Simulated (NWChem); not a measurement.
Molecule: MoH2S3O; SMILES [O]=[Mo](=[S])([SH])[SH]

```xyz
7

Mo     0.0482     0.2336     0.0000
O      0.0067     1.8975     0.0000
S      2.0145    -0.5169     0.0000
S     -0.9573    -0.5522    -1.9422
H     -1.8390     0.4763    -1.9969
S     -0.9573    -0.5522     1.9422
H     -1.8390     0.4763     1.9969
```
Atoms are numbered in this order, from 1.

Computed with NWChem. The geometry was optimised at PBE0/def2-SVP. No frequency run checked for a minimum. def2 effective core potentials on Mo; no spin-orbit coupling. Level SCAN/def2-SVP: energy and gradient on several grids; changes count from the extra-fine grid, which is no exact limit either.

```
grid     size of the energy change (μHa)  largest change of a gradient component (μHa/bohr)  time, medium = 1 (rough)
-------  -------------------------------  -------------------------------------------------  ------------------------
xcoarse                            40000                                               5000                   about 1
coarse                               100                                                800                   about 1
medium                              6000                                                200                   about 1
fine                                3000                                                200                   about 1
xfine                               < 10                                               < 30                         2
```
